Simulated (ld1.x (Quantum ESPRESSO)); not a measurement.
## An all-electron radial function and its pseudo partner (silver (Ag))

Columns: radius, all-electron u(r) and pseudo u(r) of the 5s shell (level -6.02 eV) of silver in the configuration [Kr] 4d10 5s0.75 5p0; PBE, scalar-relativistic, PAW scheme, ld1.x (Quantum ESPRESSO) 7.5.

```json
{"r (bohr)": "0.140", "all-electron": "-0.0399", "pseudo": "0.0621"}
{"r (bohr)": "0.280", "all-electron": "0.1758", "pseudo": "0.1236"}
{"r (bohr)": "0.420", "all-electron": "0.0092", "pseudo": "0.1837"}
{"r (bohr)": "0.560", "all-electron": "-0.1969", "pseudo": "0.2417"}
{"r (bohr)": "0.700", "all-electron": "-0.2769", "pseudo": "0.2971"}
{"r (bohr)": "0.840", "all-electron": "-0.2366", "pseudo": "0.3494"}
{"r (bohr)": "0.980", "all-electron": "-0.1257", "pseudo": "0.3980"}
{"r (bohr)": "1.120", "all-electron": "0.0119", "pseudo": "0.4425"}
{"r (bohr)": "1.260", "all-electron": "0.1489", "pseudo": "0.4827"}
{"r (bohr)": "1.400", "all-electron": "0.2717", "pseudo": "0.5183"}
{"r (bohr)": "1.540", "all-electron": "0.3749", "pseudo": "0.5492"}
{"r (bohr)": "1.680", "all-electron": "0.4575", "pseudo": "0.5751"}
{"r (bohr)": "1.820", "all-electron": "0.5210", "pseudo": "0.5962"}
{"r (bohr)": "1.960", "all-electron": "0.5674", "pseudo": "0.6124"}
{"r (bohr)": "2.100", "all-electron": "0.5992", "pseudo": "0.6238"}
{"r (bohr)": "2.240", "all-electron": "0.6186", "pseudo": "0.6305"}
{"r (bohr)": "2.380", "all-electron": "0.6278", "pseudo": "0.6325"}
{"r (bohr)": "2.520", "all-electron": "0.6288", "pseudo": "0.6300"}
{"r (bohr)": "2.660", "all-electron": "0.6230", "pseudo": "0.6231"}
{"r (bohr)": "2.800", "all-electron": "0.6119", "pseudo": "0.6119"}
{"r (bohr)": "2.940", "all-electron": "0.5967", "pseudo": "0.5967"}
{"r (bohr)": "3.080", "all-electron": "0.5783", "pseudo": "0.5783"}
{"r (bohr)": "3.220", "all-electron": "0.5577", "pseudo": "0.5577"}
{"r (bohr)": "3.360", "all-electron": "0.5354", "pseudo": "0.5354"}
{"r (bohr)": "3.500", "all-electron": "0.5120", "pseudo": "0.5120"}
{"r (bohr)": "3.640", "all-electron": "0.4880", "pseudo": "0.4880"}
```

(1) How many radial nodes do the two functions have?

(2) At about which radius was the pseudo-wave matched?

(3) Is the pseudo-wave norm-conserving?

## Answers

(1) The all-electron 5s function has n − l − 1 = 4 (the table is too coarse to show those close to the nucleus); the pseudo-wave has 0, since the states of the same l below it are removed with the core.

(2) 2.80 bohr, where the columns begin to agree (steps of 0.14 bohr).

(3) No, it belongs to a PAW set: the norm inside the radius is not constrained, and the difference is carried by the augmentation charge.
